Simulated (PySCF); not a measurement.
SMILES O[Si](F)(Br)O (CAM-B3LYP/def2-SVP optimised geometry):

```
7

O     -1.319     0.854     0.000
Si    -0.795    -0.685     0.000
O      0.838    -0.685     0.000
F     -1.315    -1.472    -1.303
Br    -1.657    -1.731     1.725
H     -0.765     1.517    -0.427
H      1.319    -1.517    -0.058
```

Method: CAM-B3LYP/def2-TZVP in PySCF.

Q: What are the frontier orbital energies and the dipole moment?

A: HOMO-2 -11.70 eV, HOMO-1 -10.23 eV, HOMO -10.16 eV, LUMO 0.90 eV, LUMO+1 1.81 eV; dipole moment 2.17 D.

On the same geometry PBE/def2-TZVP in PySCF gives HOMO-2 -8.33 eV, HOMO-1 -7.52 eV, HOMO -7.43 eV, LUMO -0.90 eV, LUMO+1 0.08 eV; dipole moment 2.10 D.

Meta-Löwdin charges at CAM-B3LYP/def2-TZVP: O1 -0.74, Si2 1.52, O3 -0.75, F4 -0.50, Br5 -0.26, H6 0.37, H7 0.37.
